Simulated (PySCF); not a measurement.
Fill in the blanks.

Potassium fluoride, KF.
SMILES: `[F][K]`

```csv
property,level,value
point group,PBE0-D3(BJ)/def2-SVP,C∞v
rotational constant B (linear),PBE0-D3(BJ)/def2-SVP,?
dipole moment,CAM-B3LYP/def2-SVPD,8.66 D
HOMO energy,CAM-B3LYP/def2-SVPD,?
LUMO energy,CAM-B3LYP/def2-SVPD,-0.72 eV
lowest singlet excitation,TDDFT CAM-B3LYP/def2-SVPD,"4.95 eV (250 nm, f = 0.032)"
lowest triplet excitation (Tamm–Dancoff),TDA CAM-B3LYP/def2-SVPD,4.86 eV
static isotropic polarisability,CAM-B3LYP/def2-SVPD,15.7 au
vertical ionisation energy,ΔSCF CAM-B3LYP/def2-SVPD,?
vertical electron affinity,ΔSCF CAM-B3LYP/def2-SVPD,?
electronic spatial extent ⟨r²⟩ about the centre of nuclear charge,CAM-B3LYP/def2-SVPD,141 bohr²
"isotropic shieldings of nuclei other than C and H, by class",GIAO B3LYP/pcSseg-2,?
core binding energies,"ΔSCF SCAN, pcX-2 on the ionised atom, pcseg-1 elsewhere, spin-free X2C",?
```

Gas-phase values; electronic properties from PySCF, density fitting. Isolated species at its PBE0-D3(BJ)/def2-SVP geometry, gas phase.

(1) The isotropic shieldings of nuclei other than C and H, by class?

(2) What are the core binding energies?

(3) What is the rotational constant B (linear)?

(4) What is the vertical ionisation energy?

(5) Give the HOMO energy.

(6) What is the vertical electron affinity?

Results:

(1) 231 (1 F), 1272 (1 K) ppm.

(2) F1s 686.5 eV.

(3) 8.660 GHz.

(4) 9.98 eV.

(5) -8.10 eV.

(6) 0.36 eV.

A dipole of 8.66 D is allowed in C∞v, and pure rotational transitions are dipole-allowed. The dipole equals about 28.9 × 10⁻³⁰ C·m (1 D = 3.33564 × 10⁻³⁰ C·m). The polarisability is 2.32 Å³ as a volume (1 au = 0.148185 Å³), or 0.56 au for each of the 28 electrons. The 10 singlets span 4.95 to 6.60 eV, and their oscillator strengths add up to 0.06. From the two ΔSCF values, the fundamental gap I − A is 9.62 eV and the Mulliken electronegativity (I + A)/2 is 5.17 eV. The principal polarisabilities are 14.2, 14.2 and 18.7 au; their mean is the isotropic value.

For the TDDFT job (CAM-B3LYP/def2-SVPD), the run took 3.9 s on Arm Neoverse V1, one thread, no GPU, on a shared host.
